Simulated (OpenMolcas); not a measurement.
## Predicting a hybrid from its neighbours: C2H5FOSi

The species is C2H5FOSi (10 atoms), meant as a singlet with charge 0. As SMILES, `FC1CO[SiH2]1`. The coordinates come from a PBE0-D4/def2-TZVP relaxation.

The dipole moment y, in D, basis def2-SVP; a is the functional's share of exact exchange. Programs: OpenMolcas 26.06.

| functional | program | a | y (D) |
| --- | --- | --- | --- |
| PBE | OpenMolcas | 0 | 1.11 |
| TPSS | OpenMolcas | 0 | 1.14 |
| B3LYP | OpenMolcas | 0.2 | 1.20 |
| PBE0 | OpenMolcas | 0.25 | ? |
| BHLYP | OpenMolcas | 0.5 | 1.33 |

Q: Fit y = c + s·a to the known rows and predict PBE0.

A: 
1. Means of the 4 rows: a = 0.1750, y = 1.195.
2. Σ(Δa)² = 0.1675, Σ(Δa·Δy) = 0.0685, so the slope is 0.0685/0.1675 = 0.40896.
3. Intercept: 1.195 − (0.40896) × 0.1750 = 1.123. The largest residual of the fit is 0.017.
4. PBE0: 1.123 + (0.40896) × 0.25 = 1.23 D.

The run gave 1.22 D, so the prediction is off by +0.01 D, within the largest residual. More exact exchange makes the molecule more polar here.
